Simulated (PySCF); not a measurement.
C2H8FNSi, SMILES C[C@@H](N)[SiH2]F.

The structure is a stationary point at PBE0-D3(BJ)/def2-SVP. The structure was generated by enumeration; whether it is a known compound was not checked. One conformer was computed; it need not be the lowest.

All values below come from PBE/def2-TZVP (PySCF).

The molecule is in vacuum.

Computed frontier levels, gap, dipole moment and polarisability:
```yaml
highest_occupied_level: -5.59 eV
lowest_empty_level: -0.61 eV
orbital_gap: 4.97 eV
dipole_moment: 2.05 D
quadrupole, principal values (traceless, Buckingham form, about the centre of nuclear charge): -4.25, -1.87, 6.12 D·Å
mean_static_polarisability: 60.6 bohr³ (8.98 Å³)
polarisability_principal_values: 54.5, 60.4, 66.9 bohr³
```
